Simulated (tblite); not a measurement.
Species: C3H7FO3Si.
Z-matrix (Å and degrees, GFN2-xTB geometry), rows numbered from 1:
```
C 
O   1  1.4119
Si  2  1.6067  1  130.28
F   3  1.6216  2  107.59  1    63.06
C   3  1.9110  2  114.91  1   -56.41
O   5  1.2059  3  122.24  2    34.32
O   3  1.5979  2  111.55  1  -175.49
C   7  1.4089  3  131.05  2   -56.66
H   1  1.0906  2  110.42  3   -62.60
H   1  1.0894  2  107.24  3   177.71
H   1  1.0900  2  110.28  3    58.04
H   5  1.1079  3  118.67  2  -145.55
H   8  1.0897  7  110.34  3    60.58
H   8  1.0903  7  110.26  3   -60.13
H   8  1.0893  7  107.37  3  -179.72
```

Method: GFN2-xTB as coded in tblite; computed harmonic values from a numerical Hessian at the method's own geometry, unscaled. The method is semi-empirical: single wavenumbers can be off by several per cent or more. One conformer, not necessarily the lowest.

Harmonic wavenumbers (cm⁻¹): 58.0, 61.4, 73.4, 84.3, 96.4, 105.4, 113.1, 164.3, 215.0, 251.7, 304.6, 307.2, 445.8, 647.5, 759.5, 768.0, 829.1, 850.8, 1119.5, 1126.0, 1130.5, 1134.4, 1162.9, 1171.7, 1364.9, 1401.8, 1407.7, 1464.5, 1466.4, 1472.5, 1473.7, 1754.1, 2744.7, 2981.2, 2982.1, 2990.4, 2993.0, 3002.5, 3004.8.

A = 2080, B = 1354, C = 1084 MHz; mass 138.015 u (most abundant isotopes); point group C1, symmetry number 1.

Question: Zero-point energy?

Answer: Half the sum of the wavenumbers: 22742 cm⁻¹ = 272.06 kJ/mol.

Question: Entropy at 200 K, 1 bar (ideal gas, RRHO, classical rotation)?

Answer: Translation 162.01, rotation 116.54, vibration 116.32: S = 394.9 J/(mol K).

Question: And Cp and H(200 K) − H(0)?

Answer: Cp = 131.67 J/(mol K), of which vibrations give 98.42 (their classical limit is 39 R = 324.3); H(200 K) − H(0) = 18.64 kJ/mol without the zero-point energy, 11.99 from vibrations.

Question: Which modes carry the vibrational entropy at 200 K?

Answer: 58.0 cm⁻¹: 15.64; 61.4 cm⁻¹: 15.18; 73.4 cm⁻¹: 13.72; 84.3 cm⁻¹: 12.60; 96.4 cm⁻¹: 11.52; 105.4 cm⁻¹: 10.81 J/(mol K); the other 33 give 36.85 together.

Question: What must be added to the electronic energy to get the Gibbs energy at 200 K and 1 bar?

Answer: ZPE + [H(200 K) − H(0)] − T·S = 272.06 + 18.64 − 78.97 = 211.73 kJ/mol.

Question: Blend soft modes into free rotors: weight 1/[1 + (100 cm⁻¹/ν̃)⁴] for the oscillator and the rest for a rotor with moment μB/(μ + B), μ = h/(8π²ν), B = 10⁻⁴⁴ kg m². What vibrational entropy results?

Answer: 107.48 J/(mol K) in place of 116.32, which changes −T·S at 200 K by +1.77 kJ/mol.

Question: How do the functions run with temperature in this model?

Answer: 
| T (K) | S (J/(mol K)) | Cp (J/(mol K)) | H − H(0) (kJ/mol) | G − H(0) (kJ/mol) | ln q(vib) |
| --- | --- | --- | --- | --- | --- |
| 150 | 358.9 | 118.5 | 12.38 | -41.46 | 4.89 |
| 250 | 425.6 | 144.4 | 25.54 | -80.86 | 8.51 |
| 298.15 | 452.1 | 157.0 | 32.80 | -102.00 | 10.05 |
| 400 | 502.0 | 183.4 | 50.15 | -150.65 | 13.02 |
| 600 | 585.0 | 226.6 | 91.38 | -259.61 | 18.14 |
| 900 | 685.7 | 269.5 | 166.31 | -450.79 | 24.72 |

q(vib) and H(0) count from the zero-point level.

Hindered rotation and anharmonicity are outside this model. Other conformers, if any are populated, would add a mixing term that is left out. The structure is chiral; the term R ln 2 for an equal mix with its mirror image is left out.
